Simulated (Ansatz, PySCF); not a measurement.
Gas-phase reaction (SMILES): O[Si](O)(O)N[Si](O)(O)O + O (H2O) → O[Si](O)(O)O [silicic acid] + N[Si](O)(O)O; water cleaves one Si-N bond, a model of a ligand-exchange step.

Each molecule is optimised on its own at B3LYP-D3(BJ)/def2-TZVP (Ansatz, a program for electronic structure), one conformer each, not searched for the lowest. Cores are frozen in the correlated levels unless marked. No spin-orbit coupling. Non-relativistic. Basis-set limits of correlation are two-point, X^-3; Hartree-Fock from the larger set. [CCSD(T)-MP2]/basis is that difference in the basis named. Thermal terms are rigid-rotor harmonic-oscillator values from B3LYP-D3(BJ) frequencies (Ansatz or PySCF) at 298.15 K and 1 atm. 1 Eh = 627.5095 kcal/mol.

```tsv
species	E, RI-MP2/CBS(cc-pV(T+d)Z,cc-pV(Q+d)Z)+[CCSD(T)-MP2]/cc-pV(T+d)Z (Ansatz) (Eh)	E, PBE/def2-TZVPD (Ansatz) (Eh)	H - E (Eh)
O[Si](O)(O)N[Si](O)(O)O	-1088.53182	-1089.11860	0.11877
O (H2O)	-76.37659	-76.38111	0.02495
O[Si](O)(O)O	-592.40082	-592.69716	0.06559
N[Si](O)(O)O	-572.51372	-572.81018	0.07786
```

Work out ΔE and ΔH at 298.15 K at the first level, then ΔH at the second.


1. ΔE = [(-592.40082) + (-572.51372)] - [(-1088.53182) + (-76.37659)] = -0.00613 Eh = -3.8 kcal/mol at RI-MP2/CBS(cc-pV(T+d)Z,cc-pV(Q+d)Z)+[CCSD(T)-MP2]/cc-pV(T+d)Z.
2. The terms H - E add up to -0.00027 Eh, so ΔH = (-0.00613 + (-0.00027))×627.5095 = -4.0 kcal/mol.
3. At PBE/def2-TZVPD the same steps give ΔE = -4.8 and ΔH = -5.0 kcal/mol, a shift of -1.0 from the first level.
4. These values are not checked against measurement here, since the tables used lack a sound gas-phase enthalpy of formation for at least one species.
